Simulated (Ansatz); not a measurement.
C$_{2}$H$_{9}$BOSi at its PBE0-D4/def2-TZVP geometry, where that method's forces vanish. The species carries charge 0 and has multiplicity 1. The bonds changed during the relaxation, so this is another structure than the one it started from.

```xyz
14

B    -0.6262    0.9751   -0.7354
C    -0.6522    0.1516    0.5109
C    -0.8175   -1.3301    0.5479
O    -0.4977    0.7172    1.7064
Si    1.4074    0.5493   -0.8738
H    -0.9844    0.4188   -1.7425
H    -0.6126    2.1730   -0.6412
H    -0.7974   -1.7566   -0.4520
H    -1.7886   -1.5571    1.0022
H    -0.0430   -1.8110    1.1576
H    -0.3656    0.0490    2.3907
H     1.8424    1.2712   -2.0989
H     1.7316   -0.8953   -1.0550
H     2.2037    1.0447    0.2830
```

Q: What forces (eV/Å) does B3LYP-D4/def2-TZVPP give on these atoms in Ansatz? (Estimate.)

A: Computed: 
```
B1  -0.087  0.053 -0.049
C2  -0.153  0.023 -0.306
C3  -0.043 -0.200 -0.015
O4   0.051  0.104  0.288
Si5  0.323 -0.007 -0.095
H6   0.004  0.082  0.096
H7  -0.034 -0.116 -0.020
H8  -0.004  0.005  0.074
H9   0.048 -0.006 -0.024
H10 -0.038  0.011 -0.029
H11  0.010  0.032  0.069
H12 -0.010 -0.046  0.074
H13 -0.020  0.095  0.011
H14 -0.048 -0.031 -0.073
```

B3LYP here is the variant with VWN-RPA as its local correlation; programs differ in this.
